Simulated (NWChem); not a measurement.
System: CdH₂SO; SMILES [Cd]([SH])[OH]

Input file for NWChem:

```
start job
memory heap 200 mb stack 900 mb global 1100 mb
geometry units angstroms noautosym nocenter noautoz
  Cd    -0.451353     0.145865     0.020699
  O     -0.750701     2.062043     0.352329
  H     -0.379546     2.605385    -0.352342
  S     -0.190523    -2.146162    -0.318564
  H      1.009703    -2.189753     0.303099
end
basis spherical
  * library def2-svp
end
ecp
  Cd library def2-ecp
end
dft
  xc b3lyp
  iterations 150
end
property
  response 1 0.0773
end
task dft property
```

NWChem printed, in part:

```
             Northwest Computational Chemistry Package (NWChem) 7.3.0
             --------------------------------------------------------

                             Geometry "geometry" -> ""
                             -------------------------

 Output coordinates in angstroms (scale by  1.889725989 to convert to a.u.)

  No.       Tag          Charge          X              Y              Z
 ---- ---------------- ---------- -------------- -------------- --------------
    1 Cd                  48.0000    -0.45135300     0.14586500     0.02069900
    2 O                    8.0000    -0.75070100     2.06204300     0.35232900
    3 H                    1.0000    -0.37954600     2.60538500    -0.35234200
    4 S                   16.0000    -0.19052300    -2.14616200    -0.31856400
    5 H                    1.0000     1.00970300    -2.18975300     0.30309900

 Effective nuclear repulsion energy (a.u.)     326.1734855751

                                 NWChem DFT Module
                                 -----------------

 Summary of "ao basis" -> "ao basis" (spherical)
 ------------------------------------------------------------------------------
       Tag                 Description            Shells   Functions and Types
 ---------------- ------------------------------  ------  ---------------------
 Cd                         def2-svp                11       31   5s3p2d1f
 O                          def2-svp                 6       14   3s2p1d
 H                          def2-svp                 3        5   2s1p
 S                          def2-svp                 8       18   4s3p1d

            General Information
            -------------------
          SCF calculation type: DFT
          Wavefunction type:  closed shell.
          No. of atoms     :     5
          No. of electrons :    46
           Alpha electrons :    23
            Beta electrons :    23
          Charge           :     0
          Spin multiplicity:     1
          Use of symmetry is: off; symmetry adaption is: off
          Maximum number of iterations: 150
          AO basis - number of functions:    73
                     number of shells:    31
          Convergence on energy requested:  1.00D-06
          Convergence on density requested:  1.00D-05
          Convergence on gradient requested:  5.00D-04

              XC Information
              --------------
                         B3LYP Method XC Potential
                     Hartree-Fock (Exact) Exchange  0.200
                        Slater Exchange Functional  0.800 local
                    Becke 1988 Exchange Functional  0.720 non-local
              Lee-Yang-Parr Correlation Functional  0.810
                  VWN I RPA Correlation Functional  0.190 local

             Grid Information
             ----------------
          Grid used for XC integration:  medium
          Radial quadrature: Mura-Knowles
          Angular quadrature: Lebedev.
          Tag              B.-S. Rad. Rad. Pts. Rad. Cut. Ang. Pts.
          ---              ---------- --------- --------- ---------
          Cd                  1.55      123           9.0       590
          O                   0.60       49          12.0       434
          H                   0.35       45          12.0       434
          S                   1.00       88          12.0       590
          Grid pruning is: on
          Number of quadrature shells:   350
          Spatial weights used:  Erf1

      Superposition of Atomic Density Guess
      -------------------------------------

 Sum of atomic energies:        -665.01071636

      Non-variational initial energy
      ------------------------------

 Total energy =    -640.266637
 1-e energy   =   -1255.583381
 2-e energy   =     462.368068
 HOMO         =      -0.311833
 LUMO         =      -0.061530

   convergence    iter        energy       DeltaE   RMS-Dens  Diis-err
 ---------------- ----- ----------------- --------- --------- ---------
 d= 0,ls=0.0,diis     1   -642.1540187256 -7.95D+02  3.01D-02  7.98D-01
 d= 0,ls=0.0,diis     2   -641.5533306910  6.01D-01  2.13D-02  6.16D+00
 d= 0,ls=0.0,diis     3   -642.2507646377 -6.97D-01  4.87D-03  5.18D-02
 d= 0,ls=0.0,diis     4   -642.2552725834 -4.51D-03  2.30D-03  2.48D-02
 d= 0,ls=0.0,diis     5   -642.2592007313 -3.93D-03  3.17D-04  7.54D-04
  Resetting Diis
 d= 0,ls=0.0,diis     6   -642.2592809960 -8.03D-05  7.84D-05  5.55D-05
 d= 0,ls=0.0,diis     7   -642.2592870035 -6.01D-06  3.46D-05  1.78D-06
 d= 0,ls=0.0,diis     8   -642.2592866406  3.63D-07  2.16D-05  5.40D-06
 d= 0,ls=0.0,diis     9   -642.2592872291 -5.89D-07  4.29D-06  2.17D-07

         Total DFT energy =     -642.259287229115
      One electron energy =    -1256.953821027458
           Coulomb energy =      512.304719173271
    Exchange-Corr. energy =      -50.558861069222
 Nuclear repulsion energy =      152.948675694294

 Numeric. integr. density =       46.000006519057

                       DFT Final Molecular Orbital Analysis
                       ------------------------------------

[...]

 DFT Linear Response polarizability / au
 Frequency  =       0.0773000 / au
 Wavelength =     589.4353558 / nm
              X              Y              Z
 -----------------------------------------------
 X      37.7864164     -5.7470561     -0.0735635
 Y      -5.7470301     73.9270747      3.9602130
 Z      -0.0735855      3.9602218     36.4637985
 -----------------------------------------------
 Eigenvalues =      37.1544611     75.2164991     35.8063294
 Isotropic   =      49.3924299
 Anisotropic =      38.7536945
 -----------------------------------------------

 Magnetic Dipole Response Matrix (nonzero elements):
```

Level: B3LYP/def2-SVP with def2 effective core potentials on Cd. Structure relaxed at the PBE0/def2-SVP level. def2 effective core potentials on Cd; no spin-orbit coupling.
